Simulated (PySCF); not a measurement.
# Unknowns

Theoretical values (PySCF 2.14.0 with density-fitted response routines): geometry: GFN2-xTB, shieldings: GIAO PBE0/pcSseg-1. In vacuum, non-relativistic, a single conformation, equivalent nuclei averaged.

References, each an isolated molecule treated in the same way: $^{1}$H (σ = 31.72 ppm), $^{13}$C (σ = 186.93 ppm) against TMS. Splittings of carbon signals by F and P are missing where no couplings were computed. Where no couplings were computed, multiplicities follow the n + 1 count of equivalent neighbours, and m marks all less simple cases (inequivalent or close neighbours, rings, F or P nearby). Shifts are as computed. Against solution values, carbons near 30 ppm lie about +3 ppm off and those near 130 ppm about +5 ppm. Of 1211 compounds with measured shifts, 218 miss one by over three times the rms of a fit or turn the order of signals round; such compounds aren't used in these exercises.

(1) C7H6. $^{1}$H NMR (500 MHz, computed): δ 7.43 (t, 1H), 7.41 (d, 1H), 6.05 (m, 1H), 3.38 (d, 1H), 1.21 (m, 2H). $^{13}$C{$^{1}$H} NMR (computed): δ 139.0 (CH), 125.0 (CH), 123.2 (C), 120.5 (CH), 98.6 (CH), 87.7 (C), 8.3 (CH2). Identify the compound.

(2) C6H6FOP. $^{1}$H NMR (600 MHz, computed): δ 7.64 (m, 1H), 7.61 (m, 1H), 6.62 (m, 1H), 2.58 (m, 3H). $^{13}$C{$^{1}$H} NMR (computed): δ 240.9, 152.4, 148.4, 126.6, 122.2, 26.5. Identify the compound.

Answers

(1) SMILES C1C(/C=C/C#C)=C1. The formula gives 5 degrees of unsaturation (1 ring in the answer). 7 carbon signals for 7 carbons: no two carbons are equivalent. Carbon types of the structure: 2 × C, 4 × CH, 1 × CH2, which accounts for all hydrogens. δC 139.0, 125.0, 120.5: alkene CH; the olefinic region. δC 123.2: fully substituted alkene carbon; as expected for a trigonal carbon in a double bond. δC 98.6: terminal alkyne carbon; the triple bond shields along its axis, which puts it between sp3 and sp2 carbons. δC 87.7: alkyne carbon; the triple bond shields along its axis, which puts it between sp3 and sp2 carbons.

The shifts were computed for this structure.

(2) SMILES C/C(F)=P\c1ccoc1. 6 carbon signals for 6 carbons: no two carbons are equivalent. Carbon types of the structure: 2 × C, 3 × CH, 1 × CH3, which accounts for all hydrogens. δC 240.9: carbon double-bonded to a heavier main-group atom. δC 152.4, 148.4: aromatic CH next to the ring oxygen. δC 126.6: substituted aromatic carbon. δC 122.2: aromatic CH.

The data come from this structure; uniqueness wasn't tested.
